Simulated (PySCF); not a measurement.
Computed IR spectrum (relative IR intensity) of a molecule CH₈ClNSi₂. Geometry: B3LYP-D3(BJ)/def2-SVP. Other conformers were not sampled. Method: B3LYP-D3(BJ)/def2-SVP (PySCF 2.14.0). Frequencies are harmonic and unscaled.

```json
[
 {"ν (cm⁻¹)": "196", "relative intensity": "3.9"},
 {"ν (cm⁻¹)": "229", "relative intensity": "5.9"},
 {"ν (cm⁻¹)": "301", "relative intensity": "14"},
 {"ν (cm⁻¹)": "411", "relative intensity": "9.6"},
 {"ν (cm⁻¹)": "460", "relative intensity": "35"},
 {"ν (cm⁻¹)": "504", "relative intensity": "92"},
 {"ν (cm⁻¹)": "510", "relative intensity": "6.7"},
 {"ν (cm⁻¹)": "538", "relative intensity": "12"},
 {"ν (cm⁻¹)": "701", "relative intensity": "17"},
 {"ν (cm⁻¹)": "799", "relative intensity": "38"},
 {"ν (cm⁻¹)": "859", "relative intensity": "100"},
 {"ν (cm⁻¹)": "871", "relative intensity": "70"},
 {"ν (cm⁻¹)": "911", "relative intensity": "9.2"},
 {"ν (cm⁻¹)": "943", "relative intensity": "26"},
 {"ν (cm⁻¹)": "947", "relative intensity": "26"},
 {"ν (cm⁻¹)": "1271", "relative intensity": "10"},
 {"ν (cm⁻¹)": "1429", "relative intensity": "2.2"},
 {"ν (cm⁻¹)": "1549", "relative intensity": "22"},
 {"ν (cm⁻¹)": "2203", "relative intensity": "35"},
 {"ν (cm⁻¹)": "2210", "relative intensity": "47"},
 {"ν (cm⁻¹)": "2221", "relative intensity": "41"},
 {"ν (cm⁻¹)": "3549", "relative intensity": "11"},
 {"ν (cm⁻¹)": "3640", "relative intensity": "12"}
]
```

Which structure fits?
A. N[Si@@H](Cl)C[SiH3]
B. CN([SiH3])[SiH2]Cl
C. CN[SiH2][SiH2]Cl
D. C[Si@@](N)([SiH3])Cl

D, C[Si@@](N)([SiH3])Cl
